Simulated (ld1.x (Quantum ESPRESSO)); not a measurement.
Reading a pseudo-wave (C (Z = 6))

Columns: radius, all-electron u(r) and pseudo u(r) of the 2s shell (level -16.45 eV) of carbon in the configuration [He] 2s2 2p1.75; PBE, non-relativistic, PAW scheme, ld1.x (Quantum ESPRESSO) 7.5.

```json
{"r (bohr)": "0.080", "all-electron": "0.3073", "pseudo": "-0.0771"}
{"r (bohr)": "0.160", "all-electron": "0.3500", "pseudo": "-0.1541"}
{"r (bohr)": "0.240", "all-electron": "0.2618", "pseudo": "-0.2305"}
{"r (bohr)": "0.320", "all-electron": "0.1158", "pseudo": "-0.3062"}
{"r (bohr)": "0.400", "all-electron": "-0.0479", "pseudo": "-0.3804"}
{"r (bohr)": "0.480", "all-electron": "-0.2077", "pseudo": "-0.4525"}
{"r (bohr)": "0.560", "all-electron": "-0.3525", "pseudo": "-0.5215"}
{"r (bohr)": "0.640", "all-electron": "-0.4776", "pseudo": "-0.5864"}
{"r (bohr)": "0.720", "all-electron": "-0.5820", "pseudo": "-0.6460"}
{"r (bohr)": "0.800", "all-electron": "-0.6657", "pseudo": "-0.6991"}
{"r (bohr)": "0.880", "all-electron": "-0.7298", "pseudo": "-0.7444"}
{"r (bohr)": "0.960", "all-electron": "-0.7761", "pseudo": "-0.7808"}
{"r (bohr)": "1.040", "all-electron": "-0.8066", "pseudo": "-0.8075"}
{"r (bohr)": "1.120", "all-electron": "-0.8237", "pseudo": "-0.8237"}
{"r (bohr)": "1.200", "all-electron": "-0.8294", "pseudo": "-0.8294"}
{"r (bohr)": "1.280", "all-electron": "-0.8256", "pseudo": "-0.8256"}
{"r (bohr)": "1.360", "all-electron": "-0.8141", "pseudo": "-0.8141"}
{"r (bohr)": "1.440", "all-electron": "-0.7965", "pseudo": "-0.7965"}
{"r (bohr)": "1.520", "all-electron": "-0.7742", "pseudo": "-0.7742"}
{"r (bohr)": "1.600", "all-electron": "-0.7482", "pseudo": "-0.7482"}
{"r (bohr)": "1.680", "all-electron": "-0.7196", "pseudo": "-0.7196"}
{"r (bohr)": "1.760", "all-electron": "-0.6892", "pseudo": "-0.6892"}
{"r (bohr)": "1.840", "all-electron": "-0.6577", "pseudo": "-0.6577"}
{"r (bohr)": "1.920", "all-electron": "-0.6256", "pseudo": "-0.6256"}
{"r (bohr)": "2.000", "all-electron": "-0.5934", "pseudo": "-0.5934"}
{"r (bohr)": "2.080", "all-electron": "-0.5614", "pseudo": "-0.5614"}
```

Task: How many radial nodes do the two functions have?

Result: The all-electron 2s function has n − l − 1 = 1; the pseudo-wave has 0, since the states of the same l below it are removed with the core.

Task: At about which radius was the pseudo-wave matched?

Result: 1.15 bohr, where the columns begin to agree (steps of 0.08 bohr).

Task: Is the pseudo-wave norm-conserving?

Result: No, it belongs to a PAW set: the norm inside the radius is not constrained, and the difference is carried by the augmentation charge.
